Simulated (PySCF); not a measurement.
# Protonation sites of boric acid

Molecule: boric acid, `OB(O)O` (BH3O3). Non-hydrogen atoms are numbered in `[OH:1][B:2]([OH:3])[OH:4]`.

Level of theory: ωB97X-D3(BJ)/def2-TZVP single points in PySCF, grid level 2; every species was optimised with PBE0-D3(BJ)/def2-SVP. ωB97X-D3(BJ) is ωB97X-V with D3(BJ) in place of VV10. Zero-point and thermal terms (298.15 K, 1 bar) come from unscaled PBE0-D3(BJ)/def2-SVP harmonic frequencies, with soft modes damped to free rotors in the entropy.

```
                site      product  PA / eV  GB / eV
O1 (hydroxyl oxygen)  OB(O)[OH2+]     7.79     7.51
```

PA is −ΔH and GB is −ΔG of B + H⁺ → BH⁺ in the gas phase. Sites whose products fell apart, merged with another or lost in a GFN2-xTB screen aren't listed.

In acetone the product from O1 is solvated 2.64 eV more strongly than the parent (electrostatics only).

In 1,4-dioxane the product from O1 is solvated 1.53 eV more strongly than the parent (electrostatics only).

Gas-phase basicity (−ΔG): the gap is larger than usual, and may come from another state, site, conformer or species, from the functional or basis, or from an outlying measurement.

Measured values (NIST Chemistry WebBook, evaluated or the median of agreeing entries): proton affinity (−ΔH) 728 kJ/mol (computed 752, difference 24); gas-phase basicity (−ΔG) 698 kJ/mol (computed 724, difference 26).
